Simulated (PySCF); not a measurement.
# Relaxation of doublet [SeS2]-

Method: PySCF, UPBE0, basis Se def2-SVPD, S def2-SVPD (no relativity, density fitting). A (50,194) grid was used.

A hand-made linear start, of D∞h symmetry, held to at least that symmetry:

```xyz
3
charge -1 multiplicity 2, angstrom
Se    0.0000    0.0000    0.0000
S     0.0000    0.0000    2.0100
S     0.0000    0.0000   -2.0100
```

Q: What does it relax to?

A: It ends at D∞h with Se–S 2.262 Å (×2); S–Se–S 180.0°. A frequency run shows 2 imaginary modes, down to 356i cm⁻¹, so it is a higher-order saddle point. Other isomers or separated fragments may lie lower.

Q: How much energy is released, and in how many steps?

A: 123.4 kJ/mol in 4 steps.

The relaxation took roughly 60 core-seconds on a shared host.
